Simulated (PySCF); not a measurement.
## `[SiH3]/C=C/Cl`, C2H5ClSi

Molfile (atoms numbered from 1):
```
C2H5ClSi
     RDKit          3D

  9  8  0  0  0  0  0  0  0  0999 V2000
   -1.2831   -0.2080   -0.1176 Si  0  0  0  0  0  4  0  0  0  0  0  0
    0.5490   -0.4717   -0.2761 C   0  0  0  0  0  0  0  0  0  0  0  0
    1.4122    0.4757    0.0614 C   0  0  0  0  0  0  0  0  0  0  0  0
    3.1233    0.3057   -0.0574 Cl  0  0  0  0  0  0  0  0  0  0  0  0
   -1.8772   -1.2143    0.8016 H   0  0  0  0  0  0  0  0  0  0  0  0
   -1.9462   -0.3463   -1.4412 H   0  0  0  0  0  0  0  0  0  0  0  0
   -1.5218    1.1574    0.4181 H   0  0  0  0  0  0  0  0  0  0  0  0
    0.9371   -1.4153   -0.6512 H   0  0  0  0  0  0  0  0  0  0  0  0
    1.1239    1.4478    0.4444 H   0  0  0  0  0  0  0  0  0  0  0  0
  1  2  1  0
  2  3  2  0
  3  4  1  0
  1  5  1  0
  1  6  1  0
  1  7  1  0
  2  8  1  0
  3  9  1  0
M  END
```

Theory: quadratic response CAM-B3LYP/aug-cc-pVTZ first hyperpolarisability, Taylor convention, gas phase in PySCF. Geometry: PBE0-D3(BJ)/def2-TZVP.

**Question.** Give the tensor of the static β(0;0,0) in the axes of these coordinates.

**Answer.** In au, Taylor convention; rows are the first index (the induced dipole):
|  | xx | yy | zz | xy | xz | yz |
| --- | --- | --- | --- | --- | --- | --- |
| x | +180.5 | +16.0 | +28.2 | +6.1 | -1.4 | -5.3 |
| y | +6.1 | +3.3 | +6.6 | +16.0 | -5.3 | -7.4 |
| z | -1.4 | -7.4 | +8.0 | -5.3 | +28.2 | +6.6 |

Norm of βᵢ = ⅓ Σⱼ (βᵢⱼⱼ + βⱼᵢⱼ + βⱼⱼᵢ): 225.3 au, hyper-Rayleigh value 85.6 au.
